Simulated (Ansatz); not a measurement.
`[SH][Hf]([SH])([SH])[SH]`, relaxed with RKS PBE0-D4/def2-TZVP in Ansatz 0.2.0 from a GFN2-xTB geometry. The force threshold is 0.005 eV/Å; the program also tests the step.

Charge 0, multiplicity 1. Hf: def2 effective core potential.

Start:

```xyz
9

S    -1.268    1.895   -1.101
Hf    0.000    0.001    0.000
S    -2.190   -1.061    0.697
S     1.268   -1.892    1.105
S     2.190    1.058   -0.702
H    -0.215    2.572   -1.536
H    -2.995   -0.148    0.170
H     0.215   -2.569    1.544
H     2.995    0.144   -0.177
```

Question: By how much does the energy fall, and how many steps does the optimiser take? (Best estimate.)

Answer: The calculation gave: 170.22 kJ/mol, in 19 steps, 2 of them rejected.

Question: Which bonds change most? (An estimate is asked.)

Answer: Ansatz gave: Hf2–S4 from 2.532 to 2.426 Å; Hf2–S3 from 2.531 to 2.426 Å; S1–Hf2 from 2.531 to 2.426 Å; Hf2–S5 from 2.531 to 2.426 Å.

Question: Give the relaxed structure. (An estimate is asked.)

Answer: Ansatz gave: 
```xyz
9

S    -0.797    2.264    0.356
Hf   -0.001    0.000    0.000
S    -1.792   -1.440   -0.779
S     0.867   -0.766    2.133
S     1.720   -0.058   -1.710
H    -0.295    2.646   -0.836
H    -2.714   -0.564   -0.331
H     0.330   -1.987    1.932
H     2.681   -0.095   -0.765
```
